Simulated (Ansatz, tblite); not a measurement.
Removing an electron: GeHMe2(NCO) (C₃H₇GeNO). Charge 0, multiplicity 1. Geometry: PBE-D4/def2-SVP. Ansatz, gas phase; energy differences of separate SCF runs; the oxidised species was run as a doublet alone.

```xyz
13

Ge    0.6090    0.2642   -0.1785
H     2.0232    0.8411   -0.4463
C     0.2873   -1.3826   -1.1894
H     0.3292   -1.1769   -2.2776
H    -0.7120   -1.7913   -0.9423
H     1.0545   -2.1408   -0.9408
C    -0.7914    1.6085   -0.4419
H    -0.6119    2.4822    0.2136
H    -1.7824    1.1775   -0.1993
H    -0.7995    1.9497   -1.4962
N     0.6184   -0.1819    1.6198
C     0.1086   -0.6178    2.6291
O    -0.3330   -1.0320    3.6496
```

The xTB rows come from tblite. Correlated methods freeze 14 core orbitals; core or outer-core shells of Ge are correlated, in sets that lack core-valence functions. The rows differ in basis, and correlated rows in double-zeta sets carry the largest basis error. In CCSD on the charge 1 doublet the largest single amplitude is 0.23, so its Hartree–Fock determinant may place the open shell otherwise than the density functionals do.

```
                 level  −HOMO (eV)  vertical IE (eV)  −LUMO (eV)  HOMO–LUMO gap (eV)                                     remarks
              GFN1-xTB       12.14             14.85        5.99                6.15                                           –
              GFN2-xTB       11.32             14.08        5.41                5.91                                           –
           HF/def2-SVP           –              9.28           –                   –  spin-contaminated (⟨S²⟩ 0.93) (+1 doublet)
      PBE-D4/def2-TZVP        6.64              9.57        0.11                6.53                                           –
     PBE0-D4/def2-TZVP        8.00              9.94       -0.73                8.73                                           –
CAM-B3LYP-D4/def2-TZVP        9.35             10.20       -1.47               10.82                                           –
         CCSD/def2-SVP           –              9.97           –                   –  spin-contaminated (⟨S²⟩ 0.93) (+1 doublet)
      CCSD(T)/def2-SVP           –              9.99           –                   –  spin-contaminated (⟨S²⟩ 0.93) (+1 doublet)
```

Run but left out: MP2/def2-SVP (charge +1 doublet: ⟨S²⟩ 0.93, where a pure state has 0.75).  Raw xTB energy differences between charge states are shifted by several eV; the methods need an empirical correction for them.
